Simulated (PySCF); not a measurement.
# Computed properties of ZrF2I2, SMILES [F][Zr]([F])([I])[I], multiplicity 1

ZrF2I2, SMILES [F][Zr]([I])([I])[F], multiplicity 1. Geometry: B3LYP-D3(BJ)/def2-SVP. The spin state was assumed, not searched. The structure was generated by enumeration; whether it is a known compound was not checked. The def2 effective core potentials stand for the cores of I, Zr; spin–orbit coupling is left out. One conformer was computed; it need not be the lowest. All values are computed for the isolated molecule unless a solvent is named; none is compared with measurement here.

**Structure.** The optimised structure has C2v symmetry. All 9 harmonic modes at B3LYP-D3(BJ)/def2-SVP (PySCF) are real, so it is a minimum. With heavy atoms numbered as in [Zr:1]([F:2])([F:3])([I:4])[I:5], the shortest bond between them is Zr1–F3 at 1.891 Å and the longest Zr1–I5 at 2.716 Å.

**Vibrations.** The strongest infrared lines (harmonic, unscaled, degenerate partners summed) lie at 692 cm⁻¹ (136 km/mol, F 87 %, Zr 13 %), 707 cm⁻¹ (120 km/mol, F 77 %, Zr 23 %), 272 cm⁻¹ (81 km/mol, Zr 71 %, I 24 %). The softest mode is at 52 cm⁻¹ and the zero-point energy is 3.5 kcal/mol.

**Electronic structure.** ωB97X/def2-TZVP (PySCF) places the frontier levels at -10.20 and -0.78 eV, a gap of 9.42 eV, and gives a dipole moment of 0.25 D and a mean polarisability of 104.2 bohr³. PBE/def2-TZVP (PySCF) at the same geometry gives -7.01 and -3.42 eV, so its gap is 5.83 eV narrower. An orbital gap is neither the optical nor the fundamental gap.

**Excitations.** TDA-CAM-B3LYP/def2-SVPD (PySCF) has S1 at 4.44 eV (279 nm, f = 0.000, dark); the most intense of the 10 singlets computed lies at 5.30 eV (f = 0.06). T1 (TDA) is at 3.99 eV, 0.45 eV under S1. TDA-PBE/def2-SVPD (PySCF) puts S1 at 3.77 eV. No vertical singlet excitation falls in the visible range (under 3.1 eV).
